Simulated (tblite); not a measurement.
CH3O (SMILES C=[OH+]), charge +1, singlet, geometry from GFN2-xTB; GFN1-xTB (tblite).

Here is a job for tblite.
```
$ tblite run mol.xyz --method gfn1 --charge 1 --spin 0 --grad --json tblite.json --no-restart

# file mol.xyz
5

C     -0.58152487     0.19211987     0.00229310
O      0.54730089    -0.27552580     0.00069148
H     -1.41942885    -0.51991072     0.03534883
H     -0.82073869     1.26382584    -0.02663036
H      1.35090961     0.30757208    -0.02800891
```

Output, abridged:

```
xTB calculator
 | screened Coulomb repulsion
 | Coulomb electrostatics
 |  * isotropic Klopman-Ohno-Mataga-Nishimoto electrostatics
 |  * onsite third-order electrostatics
 | DFT-D3(BJ) dispersion correction

halogen bonding energy    0.0000000000000E+00 Eh
repulsion energy          8.0390287266431E-02 Eh
dispersion energy        -5.7619556950164E-04 Eh
number of electrons       1.2000000000000E+01 e
integral cutoff           1.9731147476801E+01 bohr

------------------------------------------------------------
  cycle        total energy    energy error   density error
------------------------------------------------------------
      1     -7.748886114582  -7.8287002E+00   5.0596483E-01
      2     -7.855329116999  -1.0644300E-01   2.4609632E-01
      3     -7.856908115839  -1.5789988E-03   1.2271312E-01
      4     -7.857051717747  -1.4360191E-04   1.7473306E-02
      5     -7.857154996009  -1.0327826E-04   6.0084577E-03
      6     -7.857168246518  -1.3250509E-05   5.5900982E-03
      7     -7.857198309754  -3.0063237E-05   9.8368418E-05
      8     -7.857198318866  -9.1120249E-09   1.7749188E-05
------------------------------------------------------------

electronic energy        -7.9370124105634E+00 Eh
total energy             -7.8571983188664E+00 Eh

Post processing:
 | Mayer-Wiberg bond orders

[Info] Tight-binding results written to 'tblite.txt'
[Info] JSON dump of results written to 'tblite.json'
```
